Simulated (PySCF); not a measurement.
# Atomic charges by several schemes

C4H13FOSi2.
Cartesian coordinates in Å at the GFN2-xTB level; atoms count from 1:
```xyz
21
C4H13FOSi2 angstrom
O     -0.8280    2.1803    0.4563
C     -0.2548    1.3755   -0.5570
C     -0.2883   -0.0579   -0.0495
Si    -0.1731   -1.2767   -1.5136
Si    -1.9723   -0.1752    0.8685
C      0.8161   -0.2787    0.9891
C      2.2253   -0.3819    0.4256
F      2.4051   -1.5912   -0.2100
H     -0.9775    3.0737    0.1310
H      0.7644    1.7233   -0.7809
H     -0.8451    1.4581   -1.4796
H     -1.4053   -1.1313   -2.2985
H      0.9404   -0.9237   -2.3975
H     -0.0493   -2.6386   -1.0116
H     -1.9173    0.4643    2.1792
H     -3.0222    0.4052    0.0336
H     -2.2587   -1.6023    1.0685
H      0.8022    0.5466    1.7051
H      0.6164   -1.2018    1.5387
H      2.4367    0.3906   -0.3198
H      2.9762   -0.3414    1.2221
```

Density: PBE0/pcSseg-1 (PySCF); schemes: Mulliken, IAO, Hirshfeld and ESP-fitted. One conformer (not necessarily the lowest) at the GFN2-xTB geometry, without solvent, vibrations or thermal averaging.

Task: For which atoms does the sign change between the 4 schemes (beyond +0.03 e in one, beyond −0.03 e in another)?

Result: C2. Atomic charges aren't observables, and each scheme defines them in its own way.

Task: Which atoms carry the highest charge in the Mulliken, IAO, Hirshfeld and ESP-fitted schemes?

Result: The schemes don't all agree: Mulliken Si5 (+0.553); IAO Si5 (+0.599); Hirshfeld Si4 and Si5 (+0.282); ESP-fitted H9 (+0.407).

Task: Tabulate the Mulliken, IAO, Hirshfeld and ESP-fitted charges.

Result: In e:

```json
{"atom": "O1", "environment": "alcohol oxygen", "Mulliken": "-0.452", "IAO": "-0.545", "Hirshfeld": "-0.189", "ESP-fitted": "-0.580"}
{"atom": "C2", "environment": "carbinol carbon (C–OH)", "Mulliken": "+0.146", "IAO": "-0.043", "Hirshfeld": "-0.003", "ESP-fitted": "+0.080"}
{"atom": "C3", "environment": "sp3 carbon bound to silicon", "Mulliken": "-0.954", "IAO": "-0.486", "Hirshfeld": "-0.148", "ESP-fitted": "-0.078"}
{"atom": "Si4", "environment": "SiH3 silicon", "Mulliken": "+0.538", "IAO": "+0.579", "Hirshfeld": "+0.282", "ESP-fitted": "+0.305"}
{"atom": "Si5", "environment": "SiH3 silicon", "Mulliken": "+0.553", "IAO": "+0.599", "Hirshfeld": "+0.282", "ESP-fitted": "+0.286"}
{"atom": "C6", "environment": "chain CH2 carbon", "Mulliken": "-0.199", "IAO": "-0.271", "Hirshfeld": "-0.080", "ESP-fitted": "-0.140"}
{"atom": "C7", "environment": "sp3 C–F carbon", "Mulliken": "+0.189", "IAO": "+0.041", "Hirshfeld": "+0.027", "ESP-fitted": "+0.176"}
{"atom": "F8", "environment": "alkyl fluorine", "Mulliken": "-0.338", "IAO": "-0.326", "Hirshfeld": "-0.097", "ESP-fitted": "-0.256"}
{"atom": "H9", "environment": "hydroxyl hydrogen", "Mulliken": "+0.235", "IAO": "+0.356", "Hirshfeld": "+0.175", "ESP-fitted": "+0.407"}
{"atom": "H10", "environment": "methylene hydrogen", "Mulliken": "+0.112", "IAO": "+0.116", "Hirshfeld": "+0.032", "ESP-fitted": "+0.045"}
{"atom": "H11", "environment": "methylene hydrogen", "Mulliken": "+0.121", "IAO": "+0.120", "Hirshfeld": "+0.035", "ESP-fitted": "+0.043"}
{"atom": "H12", "environment": "Si–H hydrogen", "Mulliken": "-0.088", "IAO": "-0.129", "Hirshfeld": "-0.085", "ESP-fitted": "-0.113"}
{"atom": "H13", "environment": "Si–H hydrogen", "Mulliken": "-0.074", "IAO": "-0.115", "Hirshfeld": "-0.082", "ESP-fitted": "-0.089"}
{"atom": "H14", "environment": "Si–H hydrogen", "Mulliken": "-0.057", "IAO": "-0.104", "Hirshfeld": "-0.074", "ESP-fitted": "-0.063"}
{"atom": "H15", "environment": "Si–H hydrogen", "Mulliken": "-0.064", "IAO": "-0.107", "Hirshfeld": "-0.078", "ESP-fitted": "-0.067"}
{"atom": "H16", "environment": "Si–H hydrogen", "Mulliken": "-0.080", "IAO": "-0.117", "Hirshfeld": "-0.080", "ESP-fitted": "-0.073"}
{"atom": "H17", "environment": "Si–H hydrogen", "Mulliken": "-0.090", "IAO": "-0.136", "Hirshfeld": "-0.088", "ESP-fitted": "-0.113"}
{"atom": "H18", "environment": "methylene hydrogen", "Mulliken": "+0.137", "IAO": "+0.149", "Hirshfeld": "+0.042", "ESP-fitted": "+0.068"}
{"atom": "H19", "environment": "methylene hydrogen", "Mulliken": "+0.145", "IAO": "+0.144", "Hirshfeld": "+0.042", "ESP-fitted": "+0.080"}
{"atom": "H20", "environment": "methylene hydrogen", "Mulliken": "+0.102", "IAO": "+0.131", "Hirshfeld": "+0.040", "ESP-fitted": "+0.038"}
{"atom": "H21", "environment": "methylene hydrogen", "Mulliken": "+0.118", "IAO": "+0.144", "Hirshfeld": "+0.048", "ESP-fitted": "+0.045"}
```

Mean size of the charges over all atoms: Mulliken 0.228 e, IAO 0.226 e, ESP-fitted 0.150 e, Hirshfeld 0.096 e. Each set sums to the total charge, 0, to within 0.001 e. The Hirshfeld scheme weights the molecular density at each point by an atom's share of the summed free-atom densities.

Task: Sum the charges by element, for elements with more than one atom.

Result: 
```tsv
element	atoms	Mulliken	IAO	Hirshfeld	ESP-fitted
C	4	-0.818	-0.759	-0.205	+0.037
Si	2	+1.091	+1.177	+0.564	+0.591
H	13	+0.515	+0.452	-0.073	+0.208
```

Task: How closely do the schemes follow one another over all atoms?

Result: Correlation coefficient and root-mean-square difference: IAO with Hirshfeld 0.97, 0.171 e; Mulliken with IAO 0.92, 0.124 e; IAO with ESP-fitted 0.88, 0.146 e; Hirshfeld with ESP-fitted 0.87, 0.114 e; Mulliken with Hirshfeld 0.86, 0.221 e; Mulliken with ESP-fitted 0.73, 0.217 e.

Task: How many electrons does the IAO scheme count on C7?

Result: Z − q = 6 − (+0.041) = 5.959.
